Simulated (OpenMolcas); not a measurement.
# Ionisation energies of samarium

```yaml
Program: OpenMolcas 26.06
Basis: ANO-RCC-VTZP [8s7p5d3f2g1h]
Scalar_Hamiltonian: DKH2, point nucleus
Spin-orbit_coupling: RASSI with atomic mean-field integrals over the reference wave functions, term energies averaged over their components
```

Active shells in each charge state: the valence f, s shells, with orbitals averaged over the low states. Where CASPT2's correlated closed shells are named, they are those of the first ion.

A. CASSCF
B. SS-CASPT2, IPEA 0.25 Eh, imaginary shift 0.1 Eh (closed shells correlated: 5s 5p)
C. SS-CASPT2, IPEA 0 Eh, imaginary shift 0.1 Eh (closed shells correlated: 5s 5p)
D. SS-CASPT2, IPEA 0.25 Eh, imaginary shift 0.1 Eh (closed shells correlated: 4d 5s 5p)

Energies in eV between the lowest computed levels, named as in B; reference values from the NIST Atomic Spectra Database with their kind.

```csv
From,To,A,B,C,D,Spin-orbit share in B,Reference
Sm 4f⁶ 6s² ⁷F₀,Sm+ 4f⁶ 6s ⁸F_1/2,4.579,5.318,5.312,5.234,+0.019,5.644 (measured)
Sm+ 4f⁶ 6s ⁸F_1/2,Sm2+ 4f⁶ ⁷F₀,10.311,11.112,11.195,11.181,-0.018,11.078 (semi-empirical)
```

Error against the reference values, in %:

| From | Reference | A | B | C | D |
| --- | --- | --- | --- | --- | --- |
| Sm | measured | -18.9 | -5.8 | -5.9 | -7.3 |
| Sm+ | semi-empirical | -6.9 | +0.3 | +1.1 | +0.9 |

Absolute error against the one measured value: A 1.06 eV, B 0.33 eV, C 0.33 eV, D 0.41 eV.

The lowest level within the active space need not be the ion's true ground level.
